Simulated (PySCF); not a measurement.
These 2 structures share the formula C7H11FO. Theory: PySCF, PBE0-D3(BJ)/def2-SVP geometry optimisation, gas phase. One conformer each; no zero-point energy, no entropy. No frequencies were run at this level. Point groups hold within 0.08 Å.

Problem. Order them by energy at this level, lowest first, and give relative energies in kcal/mol.
A. `[CH3:1][CH2:2][C@@H:3]1[CH2:4][C:5](=[O:6])[CH2:7][C@H:8]1[F:9]` with C1–C2–C3–C4 -73°, C2–C3–C4–C5 -86°, C3–C4–C5–O6 161°, C4–C5–C7–C8 -6°, C5–C7–C8–F9 -88°
B. `[CH3:1]/[CH:2]=[C:3](\[C:4](=[O:5])[F:6])[CH:7]([CH3:8])[CH3:9]` with C2–C3–C4–O5 -5°, C2–C3–C7–C8 107°

Solution. A (0.0), B (4.2).

As drawn, the higher has a C=C bond outside aromatic rings, which the lower lacks.

```json
{"SMILES": "CC[C@@H]1CC(=O)C[C@H]1F", "E (Eh)": "-447.62576", "E rel (kcal/mol)": "0.0", "dipole (D)": "2.95", "point group": "C1", "A, B, C (MHz)": "2011, 1374, 987.2"}
{"SMILES": "C/C=C(\\C(=O)F)C(C)C", "E (Eh)": "-447.61903", "E rel (kcal/mol)": "4.2", "dipole (D)": "3.08", "point group": "C1", "A, B, C (MHz)": "1942, 1401, 916.1"}
```
